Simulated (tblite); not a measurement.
Species: C8H7 (doublet state).
Cartesian coordinates in Å at the GFN2-xTB level; atoms count from 1:
```
atom  x, y, z in Å
C1     4.1557   -0.3012    0.0075
C2     2.9784   -0.3415    0.2187
C3     1.5478   -0.3590    0.4293
C4     0.8153    0.3731   -0.7207
C5    -0.6084    0.3786   -0.5170
C6    -1.7840    0.2543   -0.1683
C7    -3.0657    0.2110    0.0951
C8    -4.2930    0.0624    0.4841
H9     5.1913   -0.2796   -0.1563
H10    1.1988   -1.3942    0.4828
H11    1.3141    0.1301    1.3793
H12    1.0488   -0.1216   -1.6696
H13    1.1829    1.4036   -0.7800
H14   -5.1144    0.5875    0.0136
H15   -4.5719   -0.5956    1.3003
```

Calculated harmonic vibrations of the isolated species, GFN2-xTB (tblite), most abundant isotopes, no scaling. Against measured fundamentals such values can be off by several per cent, at times by over 20. One conformer, not necessarily the lowest. Open shells enter through the occupations alone, without spin polarisation, and single modes of such species can be off by tens of per cent.

Harmonic wavenumbers (cm⁻¹): 43.4, 47.3, 88.1, 117.6, 147.4, 154.8, 256.0, 268.8, 306.1, 384.1, 428.3, 435.5, 640.5, 656.2, 757.2, 780.2, 824.0, 939.1, 982.1, 1000.4, 1028.6, 1125.3, 1193.5, 1231.4, 1247.0, 1315.0, 1393.0, 1441.4, 1449.7, 1903.4, 2139.6, 2293.0, 2921.8, 2941.2, 2952.9, 2967.3, 2968.6, 3009.0, 3399.9.

A = 15542, B = 620.8, C = 601.5 MHz; mass 103.055 u (most abundant isotopes); point group C1, symmetry number 1; spin multiplicity 2.

Task: Zero-point energy?

Result: ½Σν̃ = 24089 cm⁻¹ = 68.88 kcal/mol.

Task: Give the ideal-gas entropy at 200 K and 1 bar in the rigid-rotor, harmonic-oscillator model (classical rotation).

Result: Translation 37.85, rotation 27.22, vibration 22.04, spin (R ln 2) 1.38: S = 88.5 cal/(mol K).

Task: And Cp and H(200 K) − H(0)?

Result: Cp = 28.57 cal/(mol K), of which vibrations give 20.62 (their classical limit is 39 R = 77.5); H(200 K) − H(0) = 3.88 kcal/mol without the zero-point energy, 2.29 from vibrations.

Task: How do the functions run with temperature in this model?

Result: 
```csv
T (K),S (cal/(mol K)),Cp (cal/(mol K)),H − H(0) (kcal/mol),G − H(0) (kcal/mol),ln q(vib)
50,59.8,14.6,0.54,-2.45,0.78
100,71.8,20.3,1.42,-5.76,2.32
298.15,101.3,35.8,7.04,-23.15,8.04
373.15,109.8,40.9,9.92,-31.07,9.97
500,122.9,48.2,15.59,-45.85,13.04
750,144.5,58.6,29.03,-79.37,18.53
1000,162.4,65.7,44.63,-117.80,23.41
```

q(vib) and H(0) count from the zero-point level.

Task: What must be added to the electronic energy to get the Gibbs energy at 200 K and 1 bar?

Result: ZPE + [H(200 K) − H(0)] − T·S = 68.88 + 3.88 − 17.70 = 55.06 kcal/mol.

Task: Blend soft modes into free rotors: weight 1/[1 + (100 cm⁻¹/ν̃)⁴] for the oscillator and the rest for a rotor with moment μB/(μ + B), μ = h/(8π²ν), B = 10⁻⁴⁴ kg m². What vibrational entropy results?

Result: 20.00 cal/(mol K) in place of 22.04, which changes −T·S at 200 K by +0.41 kcal/mol.

Task: Which modes carry the vibrational entropy at 200 K?

Result: 43.4 cm⁻¹: 4.31; 47.3 cm⁻¹: 4.14; 88.1 cm⁻¹: 2.93; 117.6 cm⁻¹: 2.38; 147.4 cm⁻¹: 1.96; 154.8 cm⁻¹: 1.87 cal/(mol K); the other 33 give 4.46 together.

Hindered rotation and anharmonicity are outside this model. Other conformers, if any are populated, would add a mixing term that is left out.
